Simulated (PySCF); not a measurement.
C3H8AlF, singlet, geometry from GFN2-xTB (such geometries of metal compounds can be far from the true shape), atoms displaced at random by about 0.03 Å a coordinate; PBE/6-31G, gradient (PySCF).

The PySCF input:
```python
from pyscf import gto, scf, dft

mol = gto.Mole()
mol.atom = '''
    Al   -0.17617746    1.24240458    0.43332820
    F     0.55099826    2.64903260    0.85702619
    H    -1.72119704    1.38161823    0.40979433
    C     0.62413633   -0.44320100   -0.12687281
    C    -0.57682987   -1.38473719   -0.46926142
    C    -0.10341602   -2.76971737   -0.87835198
    H     1.23222874   -0.90635314    0.69818375
    H     1.29962762   -0.31197908   -0.99411372
    H    -1.20180398   -1.51728045    0.35534072
    H    -1.17082137   -0.94793301   -1.25445689
    H     0.56947584   -2.77440989   -1.84532799
    H    -0.89368066   -3.50365579   -1.10028750
    H     0.43556972   -3.28498908   -0.04465664
'''
mol.basis = '6-31g'
mol.verbose = 3
mol.build()

mf = dft.RKS(mol)
mf.xc = 'pbe'
mf.grids.level = 0
mf.kernel()
g = mf.nuc_grad_method()
g.grid_response = False
grad = g.kernel()
```

Q: What does PySCF print? Leave out banner, timings and long lists.

A: 
```
converged SCF energy = -461.012754421553
--------------- RKS gradients ---------------
         x                y                z
0 Al     0.0151464992     0.0358878928     0.0129502198
1 F    -0.0300041072    -0.0442007226    -0.0126965159
2 H     0.0187758598    -0.0008878598    -0.0007243818
3 C    -0.0023793273     0.0077782813    -0.0100497400
4 C    -0.0395567253     0.0032961869     0.0235052641
5 C    -0.0271423562     0.0248275668     0.0265927569
6 H     0.0031223131    -0.0041731254     0.0083603278
7 H    -0.0000337568     0.0023241594     0.0000234714
8 H     0.0289481188     0.0000183466    -0.0390876863
9 H     0.0115592035    -0.0082276517     0.0150844815
10 H     0.0171240163    -0.0032615515    -0.0336097358
11 H     0.0110100795    -0.0048961579     0.0035889769
12 H    -0.0053578838    -0.0091271459     0.0063437710
----------------------------------------------
```
